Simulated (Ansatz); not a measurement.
Two structures of AlH₂ClF₂, closed shell, reached by relaxing down either side of one saddle point (PBE0-D4/def2-TZVP). Energies are electronic, without zero-point energy. Computed with Ansatz 0.2.0 (basis: def2-TZVPP and def2-QZVPP); correlated methods freeze the cores. Extrapolation: Hartree–Fock as exp(−7.88 √X), correlation as X^−2.97. First:

```csv
atom,x (Å),y (Å),z (Å)
Al1,-0.4352,-0.6589,0.0379
H2,-1.7369,-0.4928,0.8885
F3,-0.3805,-0.0668,-1.5140
F4,0.6612,-1.8295,0.4160
H5,0.9267,1.6674,-0.5424
Cl6,0.9649,1.3808,0.7138
```

Second:

| atom | x (Å) | y (Å) | z (Å) |
| --- | --- | --- | --- |
| Al1 | 0.3959 | -0.3972 | -0.3434 |
| H2 | -1.2855 | 0.4504 | 0.7550 |
| F3 | -0.6156 | -0.5543 | -1.6193 |
| F4 | 0.4308 | -1.5860 | 0.7797 |
| H5 | -0.7915 | 1.0240 | 0.7846 |
| Cl6 | 1.8659 | 1.0631 | -0.3567 |

Question: Which bonds change from the first to the second?

Answer: AlHF₂ ([F][AlH][F]) + HCl → AlClF₂ ([F][Al]([F])[Cl]) + H₂; bonds formed: H2–H5; dative contacts that become bonds: Al1–Cl6; bonds broken: Al1–H2, H5–Cl6.

Question: Give the saddle point's structure and its height above each. (Judge from chemistry; the value comes from the calculation.)

Answer: Computed: 44.3 kJ/mol above the first and 154.5 kJ/mol above the second (CCSD(T) at an estimated basis limit (MP2 extrapolated from triple and quadruple zeta, plus CCSD(T) − MP2 in triple zeta)).
```json
{"atom": "Al1", "x (Å)": "-0.1536", "y (Å)": "-0.5512", "z (Å)": "-0.1698"}
{"atom": "H2", "x (Å)": "-1.0873", "y (Å)": "0.4910", "z (Å)": "0.6858"}
{"atom": "F3", "x (Å)": "-0.5516", "y (Å)": "-0.7348", "z (Å)": "-1.7484"}
{"atom": "F4", "x (Å)": "0.5069", "y (Å)": "-1.7824", "z (Å)": "0.6861"}
{"atom": "H5", "x (Å)": "-0.0125", "y (Å)": "1.2488", "z (Å)": "0.5421"}
{"atom": "Cl6", "x (Å)": "1.2982", "y (Å)": "1.3289", "z (Å)": "0.0042"}
```

No T1 diagnostic of these runs exceeds 0.012. The end structure is not quite a true minimum (one mode of 33i cm⁻¹).

Labels in which every atom is bracketed show which atoms are joined, not bond orders.

For scale, one of the runs: CCSD(T)/def2-TZVPP, 174 basis functions, launched by `ansatz run in.yaml --threads 2 --pin off --events-out ev --progress --plain --max-ram 4352MiB`. The run took 15 s on 2 CPU threads of an Intel Xeon 6975P-C (shared host), with 1.6 GiB of host memory at its peak.
